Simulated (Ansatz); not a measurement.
Cost and result for the atomization energy of CH₈O₂Si₂ (`CO[SiH2][SiH2]O`) (13 atoms, 12 bonds).

Z-matrix (Å, degrees):
```
C
O 1 1.409
H 1 1.096 2 111.3
H 1 1.091 2 108.3 3 119.3
H 1 1.096 2 111.4 3 -121.3
Si 2 1.648 1 122.6 3 62.6
Si 6 2.349 2 106.9 1 178.6
H 6 1.495 2 110.4 1 56.1
H 6 1.498 2 110.5 1 -60.8
O 7 1.656 6 111.0 2 172.2
H 7 1.484 6 111.3 2 -70.7
H 7 1.492 6 109.0 2 49.2
H 10 0.958 7 117.4 6 -62.3
```

The species carries charge 0 and has multiplicity 1. The structure was optimised at the PBE0-D4/def2-TZVP level. It is one conformer, not always the lowest. Program: Ansatz. All runs use 2 threads of an AMD EPYC 7R13 on a shared host and a share of an NVIDIA H100 80 GB. Times are those of one run each, without the atoms' runs, and a repeat can differ threefold. Electronic energies, without spin–orbit coupling; frozen cores. CCSD(T)/CBS adds CCSD(T) − MP2 in def2-TZVPP to the MP2 limit, and its time is that of the two runs behind it. T1 = 0.012. B3LYP takes the VWN-RPA correlation (the form of Gaussian; ORCA's B3LYP/G).

CCSD(T)/CBS is a level of theory with its own doubt, some kJ/mol a heavy atom from the limit and from the frozen cores, so smaller differences don't rank the functionals.

```json
{"level": "PBE0-D4/def2-TZVPP", "functions": "289", "wall time": "2.5 s"}
{"level": "r2SCAN-D4/def2-TZVPP (with forces)", "functions": "289", "wall time": "2.5 s"}
{"level": "B3LYP-D4/def2-TZVPP (with forces)", "functions": "289", "wall time": "3 s"}
{"level": "B2PLYP/def2-TZVPP", "functions": "289", "wall time": "3.3 s"}
{"level": "ωB97M-V/def2-TZVPP (with forces)", "functions": "289", "wall time": "3.4 s"}
{"level": "PBE-D4/def2-TZVPP (with forces)", "functions": "289", "wall time": "3.7 s"}
{"level": "MP2/def2-QZVPP", "functions": "551", "wall time": "3.7 s"}
{"level": "ωB97X-V/def2-TZVPP", "functions": "289", "wall time": "4.1 s"}
{"level": "CCSD(T)/def2-TZVPP", "functions": "289", "wall time": "4.4 s"}
{"level": "CCSD(T)/CBS(def2)", "functions": "–", "wall time": "8.1 s"}
```

What atomization energy does each give, and how far from CCSD(T)/CBS? (An estimate is asked.)

Ansatz gave: 
```
                             level  atomization (kcal/mol)  difference from CCSD(T)/CBS  per bond
                PBE0-D4/def2-TZVPP                  1077.2                        -14.7      -1.2
r2SCAN-D4/def2-TZVPP (with forces)                  1087.7                         -4.2      -0.3
 B3LYP-D4/def2-TZVPP (with forces)                  1086.2                         -5.7      -0.5
                 B2PLYP/def2-TZVPP                  1074.8                        -17.1      -1.4
  ωB97M-V/def2-TZVPP (with forces)                  1089.4                         -2.5      -0.2
   PBE-D4/def2-TZVPP (with forces)                  1092.5                          0.6       0.1
                    MP2/def2-QZVPP                  1090.5                         -1.4      -0.1
                ωB97X-V/def2-TZVPP                  1093.5                          1.6       0.1
                CCSD(T)/def2-TZVPP                  1061.5                        -30.4      -2.5
                 CCSD(T)/CBS(def2)                  1091.9                          0.0       0.0
```

The D4 term adds +9.7 kcal/mol with B3LYP and +5.1 kcal/mol with PBE0; it sums over pairs of atoms, weighted by their polarisabilities, and B3LYP, whose exchange is more repulsive, gets the larger term. From PBE to PBE0 (25 % exact exchange), in def2-TZVPP and without D4, the atomization energy moves by −14.5 kcal/mol: exact exchange takes away binding that semilocal exchange gives to molecules. In def2-TZVPP, CCSD(T) changes the Hartree–Fock value by +263.4 kcal/mol (the triples alone add +13.0 kcal/mol) and MP2 by +274.2 kcal/mol; breaking electron pairs costs correlation energy, which Hartree–Fock lacks.
